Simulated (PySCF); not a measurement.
Working out the ionisation energy of Mn+

Mn+ [Ar] 3d5 4s1 (7S) → Mn(2+) [Ar] 3d5 (6S). Calculation: PySCF 2.14, in def2-SVP (5s3p2d1f, 31 functions); no relativity, point nucleus. Frozen: [Ar]. Energies in hartree (1 hartree = 27.21139 eV):

| part | Mn+ (lower) | Mn(2+) (upper) |
| --- | --- | --- |
| UHF | -1149.478460 | -1148.942238 |
| MP2 opposite-spin | 0.000000 | 0.000000 |
| MP2 same-spin | -0.047646 | -0.041066 |

**Question.** What does Hartree-Fock give?

**Answer.** (-1148.942238) − (-1149.478460) = 0.536222 hartree = 14.591 eV.

**Question.** What do MP2 and SCS-MP2 (6/5 opposite-spin, 1/3 same-spin) give?

**Answer.** The opposite-spin parts differ by 0.000 eV and the same-spin parts by 0.179 eV. MP2: 14.591 + (0.000) + (0.179) = 14.770 eV. SCS-MP2: 14.591 + 1.2 × (0.000) + (0.179)/3 = 14.651 eV.

Measured between the centres of the two terms (NIST): 15.640 eV, so MP2 (valence) is off by -0.870 eV.

The calculation is non-relativistic.

A double-zeta basis recovers only part of the correlation energy.

What remains against the reference includes basis incompleteness, the frozen core and correlation beyond second order.
